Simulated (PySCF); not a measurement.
Species: C10H14.
SMILES with atom numbers: `[CH2:1]=[CH:2][C:3]1=[CH:4][C@H:5]2[CH2:6][CH2:7][C@@H:8]1[CH2:9][CH2:10]2` (hydrogens: H11, H12 on C1; H13 on C2; H14 on C4; H15 on C5; H16, H17 on C6; H18, H19 on C7; H20 on C8; H21, H22 on C9; H23, H24 on C10)

Level of theory: PySCF 2.14.0, PBE0-D3(BJ)/def2-SVP geometry optimisation, gas phase.

Q: List the bond lengths, angles and torsions at this level.

A: 
```csv
bond,length (bohr),order
C1=C2,2.534,double
C2–C3,2.750,single
C3=C4,2.552,double
C4–C5,2.833,single
"C5–C6, C5–C10",2.916,single
"C6–C7, C9–C10",2.915,single
"C7–C8, C8–C9",2.912,single
C3–C8,2.851,single
C1–H11,2.065,single
C1–H12,2.066,single
C2–H13,2.073,single
C4–H14,2.068,single
C5–H15,2.078,single
"C6–H16, C10–H23",2.083,single
"C6–H17, C10–H24",2.079,single
"C7–H18, C9–H22",2.082,single
"C7–H19, C9–H21",2.079,single
C8–H20,2.076,single
```

Bonds in one row agree within 0.02 bohr and their mean is given. Orders are formal, as drawn. A selection of angles:
```csv
angle,degrees
C2–C1–H11,121.0
C2–C1–H12,122.2
H11–C1–H12,116.8
C1–C2–C3,126.8
C1–C2–H13,118.5
C3–C2–H13,114.7
C2–C3–C4,123.2
C2–C3–C8,124.1
C4–C3–C8,112.6
C3–C4–C5,115.0
C3–C4–H14,122.7
C5–C4–H14,122.3
C4–C5–C6,108.0
C4–C5–H15,112.0
C6–C5–C10,107.8
C6–C5–H15,110.5
C5–C6–C7,109.2
C5–C6–H16,109.1
C5–C6–H17,109.5
C7–C6–H16,111.2
C7–C6–H17,111.0
H16–C6–H17,106.8
C6–C7–C8,109.5
C6–C7–H18,111.1
C6–C7–H19,111.0
C8–C7–H18,109.0
C8–C7–H19,109.4
H18–C7–H19,106.8
C7–C8–C9,108.2
C7–C8–H20,110.2
C3–C8–C7,108.1
C3–C8–H20,112.0
```

Dihedral angles: C1–C2–C3–C4 -179° (antiperiplanar); C2–C3–C4–C5 180° (antiperiplanar); C3–C4–C5–C6 -58° (synclinal); C4–C5–C6–C7 55° (synclinal); C5–C6–C7–C8 0° (synperiplanar); C6–C7–C8–C9 61° (synclinal); C7–C8–C9–C10 -61° (synclinal); C8–C9–C10–C5 -1° (synperiplanar); C2–C3–C8–C7 -121° (anticlinal); C4–C5–C10–C9 -55° (synclinal).

The 6-membered ring C3–C4–C5–C10–C9–C8 has internal angles of 108.0° to 115.0°; it is puckered, 0.33 Å rms from its mean plane, widest ring torsion 58°. Of the pairs four or more bonds apart, H12···H20 is among the closest relative to their van der Waals radii: 2.10 Å, 88 % of the sum of Bondi's values. The 6-membered ring C3–C4–C5–C6–C7–C8 has internal angles of 108.0° to 115.0°; it is puckered, 0.33 Å rms from its mean plane, widest ring torsion 59°. The 11 C–C bonds span 1.341 Å (C1=C2, drawn double) to 1.543 Å (C5–C6, drawn single), a spread of 0.202 Å. The 6-membered ring C5–C6–C7–C8–C9–C10 has internal angles of 107.8° to 109.5° (sum 653°, against 720° for a flat polygon); it is puckered, 0.35 Å rms from its mean plane, widest ring torsion 62°.

Point group: Cs (every atom within 0.08 Å of its image). Whether it is a minimum is left open (no frequencies). One conformer, not necessarily the lowest.

On one thread, Arm Neoverse V2 (aarch64), no GPU, on a shared host, this took 2.7 min of wall time and 0.91 GiB of memory at its peak. That covers the optimisation of the geometry.
